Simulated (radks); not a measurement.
Values are calculated unless marked as measured or tabulated.
Q: Excited configurations of the lanthanum ion La2+: one electron is placed in a higher orbital outside [Xe]. The ground configuration is [Xe] 5d1. Code: a radial shooting solver on a logarithmic mesh with Libxc functionals. Model: Dirac Kohn-Sham, PBEsol, spin-unpolarised, spherical densities, finite nucleus; open shells are shared between the two j in proportion to 2j + 1; Fermi nuclear charge, rms radius 4.855 fm. Excitation = E - E(ground); binding = E(ion) - E, where the ion is the core of charge +3; n* = 3/sqrt(2 binding) in atomic units, and the quantum defect is n - n*. Eigenvalue and <r> are those of j = l + 1/2.

outer orbital  excitation (eV)  binding (eV)     n*  quantum defect  eigenvalue (eV)  <r> (bohr)
4f                      -0.418        19.314  2.518           1.482          -11.758       1.329
7s                       9.656         9.240  3.640           3.360           -7.927       6.842
7p                      11.126         7.770  3.970           3.030           -6.567       7.880
7d                      13.199         5.697  4.636           2.364           -4.819       10.14
7f                      15.209         3.688  5.763           1.237           -3.124       15.07

Estimate the row for 6f.

A: excitation (eV) 13.672; binding (eV) 5.225; n* 4.841; quantum defect 1.159; eigenvalue (eV) -4.308; <r> (bohr) 9.946. The Delta-SCF ionisation energy is 18.897 eV (NIST Atomic Spectra Database: 19.177 eV, measured). Self-interaction in the functional shifts the binding energies and quantum defects, so they are the method's values and not measured ones. Spin polarisation and multiplet splitting are left out, so open shells lie too high by an amount that depends on their filling. Sharing an open shell by 2j + 1 raises it above the true ground level by a part of the spin-orbit splitting, which enters the differences from NIST. A negative excitation energy means that this level of theory puts the configuration below the NIST ground configuration.

Beside tabulated values, note that spin-unpolarised runs miss the spin-polarisation part of the exchange energy of open shells.
